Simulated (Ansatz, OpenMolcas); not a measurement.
# Predicting a hybrid from its neighbours: AsF3 (arsenic trifluoride)

AsF3 has 4 atoms, charge 0, and is taken as a singlet. SMILES: `F[As](F)F`. Geometry: relaxed at PBE0-D4/def2-TZVP.

The vertical energy of the triplet above the singlet y, in eV, basis cc-pVDZ; a is the functional's share of exact exchange. Programs: Ansatz 0.2.0, OpenMolcas 26.06.

```
functional     program     a  y (eV)
      TPSS  OpenMolcas     0    6.01
    r2SCAN      Ansatz     0    6.05
     B3LYP      Ansatz   0.2    6.26
      PBE0      Ansatz  0.25       ?
   r2SCAN0      Ansatz  0.25    6.10
     BHLYP      Ansatz   0.5    6.36
```

Q: Fit y = c + s·a to the known rows and predict PBE0.

A: 
1. Means of the 5 rows: a = 0.1900, y = 6.156.
2. Σ(Δa)² = 0.172, Σ(Δa·Δy) = 0.1088, so the slope is 0.1088/0.172 = 0.63256.
3. Intercept: 6.156 − (0.63256) × 0.1900 = 6.036. The largest residual of the fit is 0.098.
4. PBE0: 6.036 + (0.63256) × 0.25 = 6.19 eV.

The run gave 6.12 eV, so the prediction is off by +0.07 eV, within the largest residual.
